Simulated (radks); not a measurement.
Results of a calculation; reference values are marked as such.
Problem. Nb V, configuration [Kr] 4d1. Level of theory: Dirac Kohn-Sham, PBE, spin-unpolarised, spherical densities, finite nucleus; open shells fill j = l - 1/2 first; Fermi nuclear charge, rms radius 4.324 fm (a radial shooting solver on a logarithmic mesh with Libxc functionals). Some entries of the table are withheld. Estimate them.

orbital,occ.,eigenvalue (eV),<r> (bohr),<r^2> (bohr^2)
1s1/2,2,-18846.22,0.03609,0.001757
2s1/2,2,-2676.416,0.1577,(1)
2p1/2,2,-2460.033,0.1346,0.02224
2p3/2,4,-2364.261,0.1391,0.02361
3s1/2,2,-485.5728,0.4429,0.2249
3p1/2,2,-404.1167,0.4384,0.2241
3p3/2,4,-388.5883,0.4489,0.2347
3d3/2,4,-244.8321,0.4305,0.2236
3d5/2,6,-241.9386,0.4340,0.2271
4s1/2,2,-103.3784,1.136,1.457
4p1/2,2,(2),(3),(4)
4p3/2,4,(5),(6),(7)
4d3/2,1,-43.5494,1.602,2.980
4d5/2,0,-43.2806,1.612,3.015

Solution. 
(1) 2s1/2 <r^2> (bohr^2): 0.02938
(2) 4p1/2 eigenvalue (eV): -80.2617
(3) 4p1/2 <r> (bohr): 1.233
(4) 4p1/2 <r^2> (bohr^2): 1.732
(5) 4p3/2 eigenvalue (eV): -77.9862
(6) 4p3/2 <r> (bohr): 1.259
(7) 4p3/2 <r^2> (bohr^2): 1.805
